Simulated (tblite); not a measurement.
Compound: C₃H₁₂N₂Si.
Geometry (GFN2-xTB, Å), atoms numbered from 1 in this order:
```
atom  x, y, z in Å
C1    -1.3016    1.2336    1.0823
C2    -1.0166    0.5465   -0.2587
C3    -1.7052   -0.8108   -0.3180
N4     0.4000    0.4023   -0.4966
Si5    1.4147   -0.8373    0.1122
N6     2.9982   -0.2557   -0.2599
H7    -0.9059    0.6284    1.8941
H8    -0.8264    2.2120    1.1158
H9    -2.3717    1.3607    1.2267
H10   -1.4268    1.1773   -1.0620
H11   -1.3750   -1.4346    0.5073
H12   -1.4554   -1.3115   -1.2486
H13   -2.7841   -0.6882   -0.2593
H14    0.8402    1.2841   -0.7079
H15    1.2062   -1.1240    1.5492
H16    1.2622   -2.0786   -0.6511
H17    3.7488   -0.9192   -0.1728
H18    3.2894    0.6212    0.1414
```

All values are computed: GFN2-xTB (tblite) harmonic vibrations without scaling, gas phase. Errors from tens to a few hundred cm⁻¹ against measured bands are possible. Modes of hydrogen on silicon can be 10 to 20 % off. One conformer, not necessarily the lowest.

Harmonic wavenumbers (cm⁻¹): 61.2, 86.6, 156.8, 189.6, 209.1, 231.4, 249.3, 317.7, 370.6, 422.4, 529.2, 533.4, 577.1, 616.0, 747.7, 776.1, 820.7, 860.7, 889.0, 917.5, 938.9, 970.7, 1039.6, 1115.9, 1148.1, 1219.1, 1302.9, 1320.1, 1370.4, 1394.6, 1411.0, 1485.8, 1493.7, 1495.8, 1505.0, 1548.3, 2080.5, 2225.1, 2860.6, 3025.3, 3030.9, 3035.6, 3040.7, 3050.6, 3054.7, 3457.8, 3482.1, 3525.5.

A = 5473, B = 1535, C = 1376 MHz; mass 104.077 u (most abundant isotopes); point group C1, symmetry number 1.

Question: What is the zero-point energy?

Answer: ½Σν̃ = 33096 cm⁻¹ = 395.91 kJ/mol.

Question: Entropy at 273.15 K, 1 bar (ideal gas, RRHO, classical rotation)?

Answer: Translation 164.97, rotation 114.89, vibration 97.59: S = 377.4 J/(mol K).

Question: And Cp and H(273.15 K) − H(0)?

Answer: Cp = 143.23 J/(mol K), of which vibrations give 109.98 (their classical limit is 48 R = 399.1); H(273.15 K) − H(0) = 23.94 kJ/mol without the zero-point energy, 14.86 from vibrations.

Question: How do the functions run with temperature in this model?

Answer: 
| T (K) | S (J/(mol K)) | Cp (J/(mol K)) | H − H(0) (kJ/mol) | G − H(0) (kJ/mol) | ln q(vib) |
| --- | --- | --- | --- | --- | --- |
| 100 | 273.5 | 73.8 | 5.04 | -22.31 | 1.19 |
| 200 | 337.5 | 114.7 | 14.51 | -52.99 | 3.45 |
| 300 | 391.4 | 153.6 | 27.93 | -89.48 | 5.84 |
| 500 | 486.4 | 221.1 | 65.73 | -177.49 | 10.62 |
| 800 | 606.1 | 288.0 | 142.91 | -341.98 | 17.46 |
| 1000 | 673.8 | 318.1 | 203.67 | -470.11 | 21.69 |

q(vib) and H(0) count from the zero-point level.

Question: What must be added to the electronic energy to get the Gibbs energy at 273.15 K and 1 bar?

Answer: ZPE + [H(273.15 K) − H(0)] − T·S = 395.91 + 23.94 − 103.10 = 316.75 kJ/mol.

Question: Blend soft modes into free rotors: weight 1/[1 + (100 cm⁻¹/ν̃)⁴] for the oscillator and the rest for a rotor with moment μB/(μ + B), μ = h/(8π²ν), B = 10⁻⁴⁴ kg m². What vibrational entropy results?

Answer: 92.31 J/(mol K) in place of 97.59, which changes −T·S at 273.15 K by +1.44 kJ/mol.

Hindered rotation and anharmonicity are outside this model. Other conformers, if any are populated, would add a mixing term that is left out. The structure is chiral; the term R ln 2 for an equal mix with its mirror image is left out.
